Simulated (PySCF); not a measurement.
# Ionisation energy of Sb⁺ by level of theory

Sb⁺ [Kr] 4d10 5s2 5p2 (3P) → Sb²⁺ [Kr] 4d10 5s2 5p1 (2P), as a difference of total energies. Computed with PySCF 2.14 in x2c-TZVPPall with one added diffuse shell each of s, p, d, f type (9s7p5d3f, 76 functions), with scalar relativity by spin-free X2C-1e. Correlated levels: valence and next inner shell: [Ar] 3d10 frozen. The calculations carry no spin-orbit coupling.

```tsv
method	ionisation energy (eV)	difference from reference (eV)
UHF	15.999	-0.627
MP2 (valence and next inner shell)	16.488	-0.138
SCS-MP2 (valence and next inner shell)	16.363	-0.263
CCSD (valence and next inner shell)	16.444	-0.182
CCSD(T) (valence and next inner shell)	16.467	-0.159
```

Reference: 16.626 ± 0.025 eV (measured; NIST Atomic Spectra Database, ionization energies).

The reference lies between the lowest fine-structure levels, while these numbers refer to the centres of the terms.

Errors of the correlated levels include the incompleteness of this basis and the frozen core.
